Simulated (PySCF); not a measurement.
H6MoO2, SMILES [OH][MoH4][OH], multiplicity 1.

Geometry optimised at r2SCAN-D4/def2-SVP. The geometry has at least one imaginary mode, so it is a saddle point at that level. The spin state was assumed, not searched. The def2 effective core potentials stand for the cores of Mo; spin–orbit coupling is left out. Other conformers were not sampled.

Level of theory: PySCF with PBE/def2-TZVPD.

Symmetry labels are those of the subgroup C2v that the program uses (full group C2v).

Computed valence orbital energies around the gap with their symmetry:
| orbital | symmetry | energy (eV) |
|---|---|---|
| HOMO−7 | A1 | -9.65 |
| HOMO−6 | A1 | -9.43 |
| HOMO−5 | A2 | -9.07 |
| HOMO−4 | B2 | -8.51 |
| HOMO−3 | B1 | -8.15 |
| HOMO−2 | B2 | -7.86 |
| HOMO−1 | A1 | -7.06 |
| HOMO | B1 | -6.46 |
| LUMO | A2 | -3.41 |
| LUMO+1 | B2 | -2.21 |
| LUMO+2 | A1 | -1.86 |
| LUMO+3 | B1 | -0.85 |
